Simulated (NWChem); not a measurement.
CH₅ClSi; SMILES C[SiH2]Cl

```xyz
8

Si     0.6040     0.4448     0.0000
C     -0.7388     1.7564     0.0000
Cl    -0.2713    -1.4528     0.0000
H      1.4672     0.5520    -1.2248
H      1.4672     0.5520     1.2248
H     -1.3806     1.6614     0.8984
H     -0.2827     2.7681     0.0000
H     -1.3806     1.6614    -0.8984
```
Atoms are numbered in this order, from 1.

All runs: NWChem. Pople sets run with spherical d functions. STO-3G and 3-21G are far too small for this property and stand as cheap habits. Geometry: optimised at PBE-D3(BJ)/def2-SVP. Field at 589 nm.

Problem. Order these by “isotropic polarisability (bohr³)”, lowest first: B3LYP/def2-SVP; B3LYP/aug-cc-pVDZ; B3LYP/STO-3G.

Solution. B3LYP/STO-3G (20.7), B3LYP/def2-SVP (44.5), B3LYP/aug-cc-pVDZ (57.5)
